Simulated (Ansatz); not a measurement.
`CNBN` + HCl → `CNBCl` + NH₃ at 700 K and 1 bar (ligand exchange at a B–N bond).

Gas-phase electronic energies from Ansatz, PBE0-D4/def2-TZVP geometries. CCSD(T)/CBS is the MP2 limit (def2-TZVPP, def2-QZVPP) plus CCSD(T) − MP2 in def2-TZVPP, frozen cores. This one scheme is used for every species. Each species was taken in one conformer, which may not be the lowest.

| species | CCSD(T)/CBS energy (Eh) | H − E (kJ/mol) | S (J/(mol·K)) |
| --- | --- | --- | --- |
| `CNBN` | -176.54095 | 318.0 | 406.7 |
| HCl | -460.38127 | 38.4 | 211.8 |
| `CNBCl` | -580.41629 | 242.5 | 390.5 |
| NH₃ | -56.50880 | 116.9 | 226.5 |

H − E and S are ideal-gas, rigid-rotor, harmonic terms from PBE0-D4/def2-TZVP, for one conformer and one mirror image of each species. 1 Eh = 2625.50 kJ/mol, R = 8.31446 J/(mol·K).

Q: By hand: ΔE, ΔH, ΔS and ΔG.

A: ΔE = (-580.41629) + (-56.50880) − (-176.54095) − (-460.38127) = -0.00287 Eh = -7.5 kJ/mol. Δ(H − E) = 242.5 + 116.9 − 318.0 − 38.4 = 3.0, so ΔH = -4.5 kJ/mol. ΔS = 390.5 + 226.5 − 406.7 − 211.8 = -1.5 J/(mol·K). ΔG = -4.5 − 700 × (-1.5)/1000 = -3.5 kJ/mol.

Q: By hand: the equilibrium constant, and the temperature at which ΔG would vanish if ΔH and ΔS stayed fixed.

A: log₁₀ K = −ΔG/(RT ln 10) = 0.3. ΔG = 0 at ΔH/ΔS = 3000 K, far beyond where these terms or the molecules hold.

The number of gas molecules stays the same, so ΔS is small and ΔH decides. The sign of ΔG lies within the doubt. A doubt of 5 kJ/mol in ΔE shifts log₁₀ K by 0.4 here. Other conformers and mirror images would add mixing entropy, several J/(mol·K) or more a flexible species. These are equilibria of isolated gas molecules and say nothing of rates. Largest T1 diagnostic: 0.011 (customary marks: 0.02 for closed shells, 0.045 for open ones).
